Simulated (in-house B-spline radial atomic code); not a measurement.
Radial electron density of the neodymium ion Nd⁺, [Xe] 4f4 6s1. Computed with a B-spline radial code for spherical atoms: scalar-relativistic (X2C) LC-wPBE, spin-polarised, spherical fractional occupations, exact exchange averaged over the configuration, Fermi nucleus of rms radius 4.9123 fm.

One-electron X2C: radii and densities carry no picture-change correction, so inner-shell <1/r> comes out high (for 1s by about 2 % at Z = 33, 5 % at 54, 10 % at 75, 30 % at 118) and <r> low.

Columns: r (bohr), 4πr²n(r) (electrons per bohr), bar.

```
0.000658    2.575 #
0.000825    3.629 ##
 0.00104    5.135 ##
  0.0013    7.133 ###
 0.00163    9.883 ####
 0.00204    13.54 ######
 0.00256     18.4 ########
 0.00322    24.72 ##########
 0.00403    32.41 ##############
 0.00506    41.67 ##################
 0.00635    52.02 ######################
 0.00796    62.55 ##########################
 0.00999       72 ##############################
  0.0125    78.47 #################################
  0.0157    80.56 ##################################
  0.0197    77.84 #################################
  0.0247    72.46 ###############################
   0.031    69.14 #############################
  0.0389    73.25 ###############################
  0.0488    85.91 ####################################
  0.0612    100.1 ##########################################
  0.0768      104 ############################################
  0.0964    92.89 #######################################
   0.121    78.87 #################################
   0.152    79.34 ##################################
    0.19    89.63 ######################################
   0.239    84.61 ####################################
   0.299     57.9 ########################
   0.375    36.23 ###############
   0.471    36.97 ################
   0.591    40.76 #################
   0.741    31.14 #############
    0.93    17.83 ########
    1.17    11.21 #####
    1.46    8.674 ####
    1.83    5.722 ##
     2.3    2.727 #
    2.89    1.065 
    3.62   0.5023 
    4.54   0.2756 
     5.7    0.113 
    7.15  0.02748 
    8.97 0.003383 
    11.2 0.0001944 
    14.1 3.347e-06
```

On this grid the curve has 4 maxima, near 0.0157, 0.0768, 0.19, 0.591 bohr.

The 4f up radial function P(r) = rR(r), positive near the nucleus:

```json
{"r (bohr)": "0.031", "P": "0.001151"}
{"r (bohr)": "0.0488", "P": "0.005437"}
{"r (bohr)": "0.0768", "P": "0.02298"}
{"r (bohr)": "0.121", "P": "0.08331"}
{"r (bohr)": "0.19", "P": "0.2426"}
{"r (bohr)": "0.299", "P": "0.5412"}
{"r (bohr)": "0.471", "P": "0.8692"}
{"r (bohr)": "0.741", "P": "0.9591"}
{"r (bohr)": "1.17", "P": "0.7396"}
{"r (bohr)": "1.83", "P": "0.4247"}
{"r (bohr)": "2.89", "P": "0.1738"}
{"r (bohr)": "4.54", "P": "0.04804"}
{"r (bohr)": "7.15", "P": "0.006124"}
```
